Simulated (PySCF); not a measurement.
## How methods differ on the ionisation energy of Tm(41+)

Tm(41+) [Ar] 3d10 (1S) → Tm(42+) [Ar] 3d9 (2D), as a difference of total energies. Computed with PySCF 2.14 in an even-tempered Gaussian basis (18 s from 8 bohr⁻², ratio 2.5; 13 p from 10 bohr⁻², ratio 2.5; 8 d from 10 bohr⁻², ratio 2.5; 4 f from 46 bohr⁻², ratio 2.7; 3 g from 69 bohr⁻², ratio 2.7), with scalar relativity by spin-free X2C-1e. Correlated levels: outer shells: [Ne] frozen; virtual orbitals above 40 to 60 times the deepest correlated orbital energy dropped. The calculations carry no spin-orbit coupling.

| method | ionisation energy (eV) |
| --- | --- |
| UHF | 3319.3 |
| LDA | 3317.2 |
| PBE | 3316.4 |
| PBE0 | 3317.7 |
| r2SCAN | 3318.2 |
| r2SCANh | 3318.5 |
| M06-L | 3320.0 |
| MP2 (outer shells) | 3320.9 |
| SCS-MP2 (outer shells) | 3320.6 |

A first-order spin-orbit estimate (lowest level to lowest level, LS coupling) adds -18.868 eV.

Breit and QED terms and the two-electron picture change are absent.

For comparison: 3298 ± 4 eV (theoretical estimate listed by NIST; NIST Atomic Spectra Database, ionization energies).
